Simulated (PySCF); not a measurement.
PySCF job for (3S)-3-methyloxolane (C5H10O), SMILES C[C@H]1CCOC1, SMD-M06-2X/def2-SVP. Geometry: r2SCAN-D4/def2-SVP. One conformer was computed; it need not be the lowest.

```python
import numpy as np
from pyscf import gto, scf, dft
from pyscf.solvent import smd

mol = gto.M(
    atom='''
    C    -2.07953962    0.64764745    0.18032744
    C    -0.63275420    0.46797088   -0.24924356
    C     0.41785398    0.74862606    0.83042935
    C     1.64683590    0.04851443    0.25850160
    O     1.15669913   -1.05989566   -0.49237630
    C    -0.25285336   -0.96549724   -0.62806993
    H    -2.28945684    1.69271659    0.45751321
    H    -2.77699091    0.37252385   -0.62744336
    H    -2.31047567    0.01481771    1.05392357
    H    -0.42149122    1.12276888   -1.11665731
    H     0.10492282    0.27594071    1.77923856
    H     0.57779608    1.82142490    1.02215633
    H     2.34145346   -0.31662745    1.03478373
    H     2.21576800    0.72703548   -0.40896042
    H    -0.53536882   -1.23077305   -1.66180273
    H    -0.75700592   -1.68423169    0.05458949
    ''',
    basis='def2-SVP',
    charge=0,
    spin=0,
    max_memory=1600,
    verbose=3,
)
mf = dft.RKS(mol, xc='m06-2x').density_fit(auxbasis='def2-universal-jkfit')
mf.grids.level = 4
mf.conv_tol = 1e-9
mf.max_cycle = 100
mf.kernel()
res = {}
for name in ['water', 'diethylether', 'ethanol']:
    s = mf.SMD()
    s.with_solvent.solvent, s.with_solvent.sasa_ng = name, 194
    s.kernel(mf.make_rdm1())
    res[name] = (s.e_tot, s.with_solvent.get_cds(), s.dip_moment(), s.mo_energy, s.converged)
    print(f'SMD {name}: dG(solv) = {(s.e_tot - mf.e_tot) * 627.509474:.3f} kcal/mol, of which CDS {res[name][1] * 627.509474:.3f}')
```

Output:

```
converged SCF energy = -271.426957602288
converged SCF energy = -271.430671330669
Dipole moment(X, Y, Z, Debye): -1.40693,  1.87798,  0.84985
SMD water: dG(solv) = -2.330 kcal/mol, of which CDS 2.737
converged SCF energy = -271.434286177669
Dipole moment(X, Y, Z, Debye): -1.20578,  1.61120,  0.71657
SMD diethylether: dG(solv) = -4.599 kcal/mol, of which CDS -2.702
converged SCF energy = -271.435267162521
Dipole moment(X, Y, Z, Debye): -1.36556,  1.82422,  0.82244
SMD ethanol: dG(solv) = -5.214 kcal/mol, of which CDS -0.782
```

Self-consistency was reached.
